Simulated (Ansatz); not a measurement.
MO3 with several metals: gap (eV) at several levels, gas phase, relaxed structures; Ansatz. Core potentials for Mo, W in the def2 sets, no spin–orbit coupling. The structures are stationary points that may keep the symmetry of their start. Remarks come from the PBE and PBE0 runs and from stability tests at other levels; not every state was tested.

```json
{"species": "WO3", "state": "singlet", "geometry": "PBE-D4/def2-TZVP", "r2SCAN-D4/def2-TZVP": "2.23", "r2SCAN-D4/def2-TZVPD": "2.25", "PBE0-D4/def2-SVP": "4.13", "PBE0-D4/def2-TZVP": "3.96", "PBE0-D4/def2-TZVPD": "3.98", "remarks": "restricted SCF unstable in HF"}
{"species": "CrO3", "state": "singlet", "geometry": "PBE0-D4/def2-TZVP", "r2SCAN-D4/def2-TZVP": "1.98", "r2SCAN-D4/def2-TZVPD": "1.99", "PBE0-D4/def2-SVP": "4.08", "PBE0-D4/def2-TZVP": "4.12", "PBE0-D4/def2-TZVPD": "4.12", "remarks": "restricted SCF unstable in HF"}
{"species": "MoO3", "state": "singlet", "geometry": "r2SCAN-D4/def2-TZVP", "r2SCAN-D4/def2-TZVP": "2.50", "r2SCAN-D4/def2-TZVPD": "2.53", "PBE0-D4/def2-SVP": "4.25", "PBE0-D4/def2-TZVP": "4.27", "PBE0-D4/def2-TZVPD": "4.30", "remarks": "restricted SCF unstable in HF"}
```

(1) Estimate the column for PBE-D4/def2-TZVPD.

(1) WO3 1.77; CrO3 1.55; MoO3 2.00.

Over the 3 species that have every level, the mean is 1.77 at PBE-D4/def2-TZVPD, 2.24 at r2SCAN-D4/def2-TZVP, 2.26 at r2SCAN-D4/def2-TZVPD, 4.15 at PBE0-D4/def2-SVP, 4.12 at PBE0-D4/def2-TZVP, 4.13 at PBE0-D4/def2-TZVPD. Orbital gaps grow with the share of exact exchange and aren't one observable across functionals.
